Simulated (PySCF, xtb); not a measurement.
C2H6BF2N, SMILES CCNB(F)F. The values are those of a single conformer.

Harmonic wavenumbers (cm⁻¹) from xtb with GFN2-xTB at its own minimum, in rising order: 58, 120, 165, 238, 350, 425, 484, 505, 630, 789, 845, 966, 1073, 1102, 1145, 1228, 1259, 1302, 1350, 1405, 1471, 1488, 1496, 1528, 2923, 3000, 3036, 3049, 3052, 3465.

What does PBE0-D3(BJ)/def2-SVP (PySCF 2.14.0) give at its own minimum? (An estimate is asked for; the answer gives what the named calculation found.)

54, 116, 189, 279, 382, 466, 532, 593, 673, 784, 843, 951, 1095, 1125, 1188, 1283, 1339, 1379, 1410, 1451, 1462, 1468, 1490, 1607, 3050, 3053, 3130, 3151, 3161, 3656. Paired by order, the mean absolute difference is 51 cm⁻¹ and the zero-point energies are 57.1 and 59.1 kcal/mol.
